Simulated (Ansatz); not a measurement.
`C[BH][Ga]([NH2])[OH]` + CH₃SH → `CBS` + `[CH3][Ga]([NH2])[OH]`  (formal exchange of groups at a B–Ga bond)

Computed with Ansatz on PBE0-D4/def2-TZVP structures; ΔE is electronic, products minus reactants. CBS: MP2 limit from def2 TZ/QZ plus the TZ coupled-cluster correction, frozen cores. This one scheme is used for every species. DFT in def2-TZVPP. B3LYP here is the variant with VWN-RPA as its local correlation; programs differ in this. For Ga outer-core shells are correlated without core-valence functions, which leaves a few kJ/mol of doubt a bond. Scalar relativity is left out up to krypton. One conformer a species, not always the lowest.

```json
{"level": "LDA (SPW92)", "ΔE (kcal/mol)": "-40.7", "difference from CCSD(T)/CBS": "-1.6"}
{"level": "PBE-D4", "ΔE (kcal/mol)": "-38.4", "difference from CCSD(T)/CBS": "0.7"}
{"level": "revPBE-D4", "ΔE (kcal/mol)": "-37.8", "difference from CCSD(T)/CBS": "1.3"}
{"level": "r2SCAN-D4", "ΔE (kcal/mol)": "-40.2", "difference from CCSD(T)/CBS": "-1.1"}
{"level": "revPBE", "ΔE (kcal/mol)": "-37.5", "difference from CCSD(T)/CBS": "1.6"}
{"level": "B3LYP", "ΔE (kcal/mol)": "-38.1", "difference from CCSD(T)/CBS": "1.0"}
{"level": "LC-ωPBE", "ΔE (kcal/mol)": "-38.8", "difference from CCSD(T)/CBS": "0.3"}
{"level": "CCSD(T)/def2-SVP", "ΔE (kcal/mol)": "-42.5", "difference from CCSD(T)/CBS": "-3.4"}
{"level": "CCSD(T)/def2-TZVPP", "ΔE (kcal/mol)": "-39.7", "difference from CCSD(T)/CBS": "-0.6"}
{"level": "SCS-MP2/def2-QZVPP", "ΔE (kcal/mol)": "-39.5", "difference from CCSD(T)/CBS": "-0.4"}
{"level": "CCSD(T)/CBS", "ΔE (kcal/mol)": "-39.1", "difference from CCSD(T)/CBS": "0"}
```

Largest T1 diagnostic among the species: 0.013.

From BLYP to BHLYP (50 % exact exchange), in def2-TZVPP and without D4, ΔE moves by −1.1 kcal/mol. Leaving LDA and LC-ωPBE aside and taking each functional with its dispersion term where it has one, the values, not all of them listed here, spread over 2.7 kcal/mol, from PBE-QIDH to BLYP-D4. LDA lies −2.3 kcal/mol from PBE without D4.
